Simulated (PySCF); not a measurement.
The third ionisation energy along group 10

All values are computed (PySCF 2.14, energy differences of UHF-based or UKS calculations, no spin-orbit coupling). Values in eV. The last column holds reference values (NIST; (s) semi-empirical, (t) theoretical, else measured). Unmarked ones compare directly (S terms, centres of terms, or small fine structure); those marked * lie between the lowest fine-structure levels and include a spin-orbit shift.

| element | configurations | UHF | SCS-MP2 (valence and next inner shell) | CCSD(T) (valence and next inner shell) | r2SCAN | CCSD (valence) | CCSD(T) (valence) | reference |
| --- | --- | --- | --- | --- | --- | --- | --- | --- |
| Ni (x2c-TZVPPall, spin-free X2C) | [Ar] 3d8 → [Ar] 3d7 | 32.601 | 35.135 | 34.831 | 35.457 | 34.546 | 34.620 | 35.187 ± 0.019 * |
| Pd (x2c-TZVPPall, spin-free X2C) | [Kr] 4d8 → [Kr] 4d7 | 31.133 | 32.668 | 32.608 | 33.075 | 32.581 | 32.641 | 32.93 (s) * |
| Pt (x2c-TZVPPall, spin-free X2C) | [Xe] 4f14 5d8 → [Xe] 4f14 5d7 | 29.160 | 30.622 | 30.624 | 30.937 | 30.522 | 30.590 | 29 ± 1.6 (t) * |

"Valence" correlates the outer s and p shells and, in groups 3 to 12 and the f block, the outer d or f shell, open or full, or the next shell where the ion has no valence electron left; the wider scheme adds the next inner shell.
